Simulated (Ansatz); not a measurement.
Basis-set extrapolation for C₃H₆BCl (PBE0-D4/def2-TZVP geometry, frozen core, the Gaussian-basis code of Ansatz). Multiplicity 1, RHF reference.

```csv
,def2-TZVPP,def2-QZVPP
HF,-601.289045,-601.308274
MP2 correlation,-0.799669,-0.856408
CCSD(T) correlation,-0.885822,not run
```

Energies in hartree. Use E(X) = E(∞) + A·exp(−7.88·√X) for Hartree–Fock and E(X) = E(∞) + B·X^(−2.97) for correlation, with X = 3 and 4, and add CCSD(T) minus MP2 of the smaller set to the MP2 limit.

Task: What is the CCSD(T) energy at the basis-set limit?

Result: HF limit: -601.308274 + (-0.019229) × 0.13774 = -601.31092. MP2 limit: -0.856408 + (-0.056739) × 0.74074 = -0.89844. Higher-order term: -0.885822 − (-0.799669) = -0.08615. Total: -602.29551 hartree, 3.28 eV below CCSD(T)/def2-TZVPP.
